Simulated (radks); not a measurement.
The numbers below are computed, except where a source is named.
Correlation energies from several functionals, in hartree. Species: Ag [Kr] 4d10 5s1; Pd34+ [Ne] 3s2. Code: a radial shooting solver on a logarithmic mesh with Libxc functionals. Model: non-relativistic Kohn-Sham, LDA (Slater exchange, Perdew-Wang correlation), spin-polarised, spherical densities, point nucleus. Every spin shell is full or empty, so the densities are truly spherical. Functionals are evaluated on that one density, not self-consistently.

| functional | Ag | Pd34+ |
|---|---|---|
| PW92 | -4.4411 | -1.4573 |
| VWN5 | -4.4608 | -1.4625 |
| PZ | -4.4386 | -1.4613 |
| PBE | -2.4714 | -0.50219 |
| LYP | -2.3654 | -0.60363 |
| PW91 | -2.6694 | -0.61325 |
| AM05 | -4.1324 | -1.3171 |
| OP (B88) | -2.2946 | -0.59507 |
| SCAN | -2.4770 | -0.52315 |
| r2SCAN | -2.4910 | -0.52875 |
| B95 | -2.9947 | -0.79908 |
